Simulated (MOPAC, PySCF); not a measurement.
C₂H₄BN, SMILES `CB=C=N`, neutral singlet in the gas phase. 

Cartesian coordinates (Å):
SMILES: CB=C=N
```xyz
8

C     -1.4949     0.0243    -0.2062
B      0.0225     0.0907    -0.1222
C      1.3898     0.1268     0.0072
N      2.6140     0.2718     0.1329
H     -1.8752    -0.8439    -0.7447
H     -1.8402    -0.0764     0.8314
H     -1.9560     0.9321    -0.5962
H      3.1280    -0.6150     0.1009
```
Charge 0, spin multiplicity 1.

All levels are single points at this geometry (CAM-B3LYP-D3(BJ)/def2-TZVP); Pople sets use spherical d functions. Orbital energies aren't observables, and empty levels follow the basis.

```json
[
 {"level": "CAM-B3LYP-D3(BJ)/def2-TZVP in PySCF", "HOMO (eV)": "-6.72", "LUMO (eV)": "-1.55", "gap (eV)": "5.16", "dipole (D)": "2.37", "vertical IE, Delta-SCF (eV)": "7.76"},
 {"level": "PBE-D3(BJ)/def2-TZVP in PySCF", "HOMO (eV)": "-4.30", "LUMO (eV)": "-3.74", "gap (eV)": "0.56", "dipole (D)": "2.13", "vertical IE, Delta-SCF (eV)": "7.60"},
 {"level": "TPSSh-D3(BJ)/def2-TZVP in PySCF", "HOMO (eV)": "-4.79", "LUMO (eV)": "-3.19", "gap (eV)": "1.60", "dipole (D)": "2.21", "vertical IE, Delta-SCF (eV)": "7.58"},
 {"level": "B3LYP/3-21G in PySCF", "HOMO (eV)": "-4.76", "LUMO (eV)": "-2.53", "gap (eV)": "2.24", "dipole (D)": "2.14", "vertical IE, Delta-SCF (eV)": "–"},
 {"level": "B3LYP/6-311+G** in PySCF", "HOMO (eV)": "-5.26", "LUMO (eV)": "-3.00", "gap (eV)": "2.26", "dipole (D)": "2.38", "vertical IE, Delta-SCF (eV)": "–"},
 {"level": "B3LYP/6-31G* in PySCF", "HOMO (eV)": "-4.88", "LUMO (eV)": "-2.58", "gap (eV)": "2.30", "dipole (D)": "2.22", "vertical IE, Delta-SCF (eV)": "7.52"},
 {"level": "BP86/6-31G* in PySCF", "HOMO (eV)": "-4.04", "LUMO (eV)": "-3.49", "gap (eV)": "0.56", "dipole (D)": "2.13", "vertical IE, Delta-SCF (eV)": "–"},
 {"level": "M06-2X/6-31G* in PySCF", "HOMO (eV)": "-6.24", "LUMO (eV)": "-1.45", "gap (eV)": "4.79", "dipole (D)": "2.31", "vertical IE, Delta-SCF (eV)": "–"},
 {"level": "HF/6-31G* in PySCF", "HOMO (eV)": "-7.73", "LUMO (eV)": "1.50", "gap (eV)": "9.23", "dipole (D)": "2.59", "vertical IE, Delta-SCF (eV)": "6.70"},
 {"level": "HF/STO-3G in PySCF", "HOMO (eV)": "-5.58", "LUMO (eV)": "4.84", "gap (eV)": "10.42", "dipole (D)": "2.12", "vertical IE, Delta-SCF (eV)": "–"},
 {"level": "AM1 in MOPAC", "HOMO (eV)": "-7.69", "LUMO (eV)": "0.06", "gap (eV)": "7.74", "dipole (D)": "3.86", "vertical IE, Delta-SCF (eV)": "–"},
 {"level": "PM3 in MOPAC", "HOMO (eV)": "-8.61", "LUMO (eV)": "-0.74", "gap (eV)": "7.86", "dipole (D)": "1.55", "vertical IE, Delta-SCF (eV)": "–"},
 {"level": "PM7 in MOPAC", "HOMO (eV)": "-8.79", "LUMO (eV)": "-1.61", "gap (eV)": "7.17", "dipole (D)": "1.97", "vertical IE, Delta-SCF (eV)": "–"}
]
```
